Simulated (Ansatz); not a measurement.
Molecule: CHBrF, net charge 0, doublet state. It need not be the lowest isomer of its formula. SMILES: Br[CH]F
Geometry from a B3LYP-D3(BJ)/def2-TZVP (Ansatz, a quantum-chemistry and plane-wave program) optimisation:
```
C
F 1 1.3316
H 1 1.0844 2 114.11
Br 1 1.8803 3 116.39 2 137.97
```
Charge 0, spin multiplicity 2.

Wanted: atomisation energy (electronic, to ground-state atoms), in kJ/mol. Correlated levels leave the core frozen unless marked. UHF or UKS for open shells. No spin-orbit coupling. Frozen are the shells of the preceding noble gas and the d and f shells that filled before the atom's block. Non-relativistic. The coupled-cluster limit lacks core correlation, which all-electron functionals hold. Basis-set limits of correlation are two-point, X^-3; Hartree-Fock from the larger set. [CCSD(T)-MP2]/basis is that difference in the basis named.

```tsv
level	program	atomisation energy (kJ/mol)
r2SCANh-D4/def2-TZVPD	Ansatz + dftd4	1200.6
r2SCAN0/def2-TZVPD	Ansatz	1174.2
CCSD/cc-pVTZ	Ansatz	1107.7
RI-MP2/CBS(aug-cc-pVTZ,aug-cc-pVQZ)+[CCSD(T)-MP2]/aug-cc-pVTZ	Ansatz	?
```

Task: What belongs in the gaps?

Result: 
- RI-MP2/CBS(aug-cc-pVTZ,aug-cc-pVQZ)+[CCSD(T)-MP2]/aug-cc-pVTZ, atomisation energy (kJ/mol): 1181.3
